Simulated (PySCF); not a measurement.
CH4BrFOSi. Atoms are numbered in the order given.

```xyz
9

Si    -0.4677     0.3438     0.4700
F     -0.6224     1.9069     0.0265
Br     1.5270    -0.3856    -0.1380
O     -1.5787    -0.5856    -0.3283
C     -2.9855    -0.4611    -0.1584
H     -0.6287     0.2922     1.9525
H     -3.3658     0.4875    -0.5962
H     -3.2833    -0.4980     0.9143
H     -3.4727    -1.3082    -0.6806
```
Charge 0, spin multiplicity 1.

The structure is a stationary point at PBE-D3(BJ)/def2-SVP. This is a generated structure with no PubChem entry under its InChIKey; it may be hypothetical. Other conformers were not sampled.

Computed with PySCF 2.14.0 with PBE-D3(BJ)/def2-SVP.

Frequencies are harmonic and unscaled.

```
mode  ν (cm⁻¹)  IR (km/mol)    moving atoms (share of kinetic energy)
----  --------  -----------  ----------------------------------------
1           44          3.4            O 28 %, H 26 %, C 25 %, F 14 %
2           85          0.2                                    H 94 %
3          121          1.8  C 27 %, Si 20 %, H 19 %, O 14 %, Br 12 %
4          187          6.1   F 53 %, O 14 %, C 11 %, Br 10 %, Si 9 %
5          242          2.6    Br 30 %, O 28 %, C 18 %, F 13 %, H 9 %
6          337         25.9                   O 36 %, F 30 %, Si 30 %
7          463         61.5                  Si 62 %, Br 17 %, H 13 %
8          744         40.2           H 41 %, O 30 %, Si 14 %, C 10 %
9          790        199.1                           H 65 %, Si 23 %
10         807         76.1                   H 66 %, F 21 %, Si 11 %
11         906        172.0                   Si 46 %, F 34 %, H 14 %
12        1108        226.8                    O 37 %, C 31 %, H 28 %
13        1131          2.0                            H 76 %, C 19 %
14        1168        132.6                    H 49 %, O 27 %, C 23 %
15        1420          8.0                                    H 96 %
16        1423          1.5                             H 89 %, C 8 %
17        1425          8.7                                    H 96 %
18        2221         93.3                                    H 97 %
19        2934         62.7                                    H 97 %
20        3015         29.3                            H 90 %, C 10 %
21        3061         17.0                             H 91 %, C 9 %
```
